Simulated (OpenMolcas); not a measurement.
Dy²⁺.

```
Program             : OpenMolcas 26.06
Basis               : ANO-R2 [8s7p4d3f1g]
Scalar Hamiltonian  : X2C, finite nucleus
Active space        : 10 electrons in 7 orbitals (4f)
State averaging     : 2S+1 = 5 even, 35 roots; 2S+1 = 3 even, 210 roots (159 in the spin-orbit step); 2S+1 = 1 even, 196 roots (105 in the spin-orbit step)
Spin-orbit coupling : state interaction with AMFI integrals over the reference wave functions, term energies averaged over their components
```

Two sets of levels on these reference wave functions, in cm⁻¹ above 4f¹⁰ ⁵I₈: one from CASSCF and one from MS-CASPT2, IPEA 0.25 Eh, imaginary shift 0.1 Eh (closed shells correlated: 5s 5p).

```
          Level  Set 1  Set 2
       4f¹⁰ ⁵I₈    0.0    0.0
       4f¹⁰ ⁵I₇   4260   4320
       4f¹⁰ ⁵I₆   7390   7390
       4f¹⁰ ⁵I₅   9760   9660
       4f¹⁰ ⁵I₄  11600  11450
       4f¹⁰ ⁵F₅  18510  15360
4f¹⁰ ⁵S₂ [69 %]  21050  17940
       4f¹⁰ ⁵F₄  21270  18120
    4f¹⁰ ³K₈(1)  21570  19690
       4f¹⁰ ⁵F₃  22970  19810
       4f¹⁰ ⁵F₁  24490  21200
    4f¹⁰ ³K₇(1)  25740  23800
    4f¹⁰ ³K₆(1)  29090  27090
       4f¹⁰ ³L₉  30060  28110
4f¹⁰ ⁵G₅ [67 %]  30750  26950
4f¹⁰ ⁵G₃ [67 %]  32950  28750
```

Problem. Which set is which?

Solution. Set 2 is MS-CASPT2. Its levels of the other terms of 4f¹⁰ lie at 0.83 to 0.94 of the other set's values, as expected, since terms of lower spin or lower L gain more correlation energy than the Hund ground term.

CASPT2 does not keep the components of a term degenerate, so their means are used; among the terms shown or strongly mixed into the levels shown the widest spread is 800 cm-1 (4f¹⁰ ⁵I, MS-CASPT2). High states are left out of the spin-orbit mixing, which shifts the levels that they would mix with. Without dynamic correlation excited terms often stand tens of per cent too high (terms of higher spin than the ground term too low), and those without a measured partner can miss by more than the paired ones (holds for CASSCF). Blocks of more than 70 roots (2S+1 = 3 even, 1 even) ran without multistate coupling (holds for MS-CASPT2). The CASPT2 spread within a term exceeds the gap to the next term for 4f¹⁰ ³H(1) and 4f¹⁰ ⁵G, so the order of their levels is uncertain, and so are names and mixing where such terms share a J (holds for MS-CASPT2). Levels of configurations outside the active space are missing. The table leaves out levels that lie high or whose names do not pair safely across all columns.

A share in square brackets marks a mixed level and gives the weight of the term that names it, the lowest over the columns. A number in round brackets counts repeated terms of one configuration in the order of the reference energies.
